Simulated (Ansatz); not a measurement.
TiH₄⁺. Total charge 1; doublet. Geometry B3LYP-D4/def2-TZVP; atoms count from 1.

```xyz
5

Ti    0.194   -0.756    0.450
H    -1.259   -1.142   -0.275
H     0.181    0.917   -0.814
H     0.848    0.609   -1.031
H     0.036    0.372    1.671
```

In the charge 1 doublet, H3 and H4 lie 0.77 Å apart (atoms count from 1), so H2 has formed as a molecule.

(1) Estimate the Mulliken populations from the PBE0/def2-TZVP orbitals of Ansatz.

(2) Where does the spin sit?

## Answers

(1) 
```json
{"atom": "Ti1", "charge (e)": "0.72", "spin (α − β)": "1.16", "d electrons": "2.36"}
{"atom": "H2", "charge (e)": "0.02", "spin (α − β)": "-0.08", "d electrons": "–"}
{"atom": "H3", "charge (e)": "0.16", "spin (α − β)": "0.00", "d electrons": "–"}
{"atom": "H4", "charge (e)": "0.08", "spin (α − β)": "0.00", "d electrons": "–"}
{"atom": "H5", "charge (e)": "0.02", "spin (α − β)": "-0.08", "d electrons": "–"}
```
Mulliken values depend strongly on the basis.

(2) Summed by element: Ti 1.16, H -0.16, of 1 unpaired in all. Largest on single atoms: Ti1 1.16, H2 -0.08, H5 -0.08.
